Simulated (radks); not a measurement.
Results of a calculation; reference values are marked as such.
Species: the silver ion Ag+. Configuration: [Kr] 4d8 5s0.5 5p1.5 (fractional occupations, a model configuration). Level of theory: Dirac Kohn-Sham, LDA (Slater exchange, Perdew-Wang correlation), spin-unpolarised, spherical densities, point nucleus; open shells are shared between the two j in proportion to 2j + 1 (a radial shooting solver on a logarithmic mesh with Libxc functionals).

Normalised radial functions P(r) = r R(r) (large component), r in bohr:

r,4d3/2,5s1/2,5p3/2
0.002556,0.0000,0.0354,0.0009
0.003437,0.0001,0.0446,0.0017
0.004584,0.0001,0.0551,0.0029
0.006163,0.0003,0.0669,0.0049
0.00822,0.0006,0.0784,0.0083
0.01105,0.0014,0.0879,0.0138
0.01474,0.0030,0.0918,0.0224
0.01982,0.0064,0.0851,0.0355
0.02643,0.0135,0.0626,0.0533
0.03554,0.0280,0.0186,0.0763
0.0474,0.0548,-0.0427,0.0996
0.06372,0.1039,-0.1101,0.1153
0.08499,0.1806,-0.1496,0.1075
0.1143,0.2905,-0.1226,0.0595
0.1524,0.4084,-0.0112,-0.0285
0.2049,0.4865,0.1465,-0.1304
0.2733,0.4399,0.2272,-0.1748
0.3674,0.1984,0.1211,-0.0991
0.4901,-0.2067,-0.1374,0.0815
0.6536,-0.6433,-0.3405,0.2506
0.8788,-0.9214,-0.2568,0.2545
1.172,-0.9175,0.1094,0.0438
1.576,-0.6964,0.5257,-0.2836
2.102,-0.4173,0.7166,-0.5424
2.826,-0.1875,0.6221,-0.6231
3.769,-0.0619,0.3717,-0.5065
5.067,-0.0126,0.1419,-0.2851
6.758,-0.0015,0.0329,-0.1066
9.086,-0.0001,0.0037,-0.0224

4d3/2: eigenvalue -25.707 eV, 1 radial node at r = 0.428 bohr, <r> = 1.27 bohr, 90 % of the charge inside 1.99 bohr. 5s1/2: eigenvalue -15.904 eV, 4 radial nodes at r = 0.0391, 0.156, 0.425, 1.09 bohr, <r> = 2.54 bohr, 90 % of the charge inside 3.73 bohr. 5p3/2: eigenvalue -9.441 eV, 3 radial nodes at r = 0.140, 0.435, 1.22 bohr, <r> = 3.21 bohr, 90 % of the charge inside 4.76 bohr.
